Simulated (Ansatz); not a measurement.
Basis-set extrapolation for CH8AlBOSi, SMILES `[CH3][Al]([SiH3])[BH]O` (PBE0-D4/def2-TZVP geometry, frozen core, Ansatz). Multiplicity 1, RHF reference.

```json
{"": "HF", "def2-TZVPP": "-673.017611", "def2-QZVPP": "-673.040240"}
{"": "MP2 correlation", "def2-TZVPP": "-0.722662", "def2-QZVPP": "-0.774509"}
{"": "CCSD(T) correlation", "def2-TZVPP": "-0.813696", "def2-QZVPP": "not run"}
```

Energies in hartree. Use E(X) = E(∞) + A·exp(−7.88·√X) for Hartree–Fock and E(X) = E(∞) + B·X^(−2.97) for correlation, with X = 3 and 4, and add CCSD(T) minus MP2 of the smaller set to the MP2 limit.

Problem. What is the CCSD(T) energy at the basis-set limit?

Solution. HF limit: -673.040240 + (-0.022629) × 0.13774 = -673.04336. MP2 limit: -0.774509 + (-0.051847) × 0.74074 = -0.81291. Higher-order term: -0.813696 − (-0.722662) = -0.09103. Total: -673.94730 hartree, 304.5 kJ/mol below CCSD(T)/def2-TZVPP.
